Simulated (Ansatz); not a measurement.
Reactions of C3H7AlO (`C1C[O][AlH][CH2]1`).

Gas-phase electronic energies from Ansatz, PBE0-D4/def2-TZVP geometries. CBS: MP2 limit from def2 TZ/QZ plus the TZ coupled-cluster correction, frozen cores. This one scheme is used for every species, atoms too. DFT in def2-TZVPP. B3LYP here is the variant with VWN-RPA as its local correlation; programs differ in this. Open shells (•) are unrestricted, without spin–orbit coupling. Spin–orbit coupling would lower the free atoms: a little for Al, C, O. One conformer a species, not always the lowest.

```tsv
reaction	B3LYP-D4 (eV)	CCSD(T)/CBS(def2) (eV)
`C1C[O][AlH][CH2]1` → `C[C]1(C)[O][AlH]1`	1.58	1.59
`C1C[O][AlH][CH2]1` → Al• + 3 C• + 7 H• + O•	48.10	48.24
`C1C[O][AlH][CH2]1` → `O[C]1([AlH2])CC1`	2.66	2.70
`C1C[O][AlH][CH2]1` → `C=CC[O][AlH2]`	0.79	0.91
```

Largest T1 diagnostic: 0.018, for Al•.
